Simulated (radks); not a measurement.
All-electron atom: Au4+ in [Xe] 4f14 5d7. All-electron calculation, Dirac Kohn-Sham, PBE, spin-unpolarised, spherical densities, finite nucleus; open shells fill j = l - 1/2 first; Fermi nuclear charge, rms radius 5.4371 fm. Program: a radial shooting solver on a logarithmic mesh with Libxc functionals.

Unscreened Slater integrals over Kohn-Sham orbitals (eV). Large and small components are both included.

| integral | value |
|---|---|
| F0(5d5/2,5d5/2) | 17.513 |
| F2(5d5/2,5d5/2) | 9.2326 |
| F4(5d5/2,5d5/2) | 6.1728 |
| F0(5d5/2,5d3/2) | 17.754 |
| F2(5d5/2,5d3/2) | 9.3510 |
| G2(5d5/2,5d3/2) | 9.3387 |
| G4(5d5/2,5d3/2) | 6.2453 |
| F0(5d5/2,5p3/2) | 19.526 |
| F2(5d5/2,5p3/2) | 9.9200 |
| G1(5d5/2,5p3/2) | 12.125 |
| G3(5d5/2,5p3/2) | 7.5474 |
| F0(5d5/2,5p1/2) | 20.067 |
| G3(5d5/2,5p1/2) | 6.9489 |
| F0(5d3/2,5d3/2) | 18.007 |
| F2(5d3/2,5d3/2) | 9.4892 |
| F0(5d3/2,5p3/2) | 19.883 |
| F2(5d3/2,5p3/2) | 10.213 |
| G1(5d3/2,5p3/2) | 12.660 |
| G3(5d3/2,5p3/2) | 7.8802 |
| F0(5d3/2,5p1/2) | 20.464 |
| G1(5d3/2,5p1/2) | 11.810 |
| F0(5p3/2,5p3/2) | 22.613 |
| F2(5p3/2,5p3/2) | 12.220 |
| F0(5p3/2,5p1/2) | 23.548 |
| G2(5p3/2,5p1/2) | 12.386 |
| F0(5p1/2,5p1/2) | 24.662 |
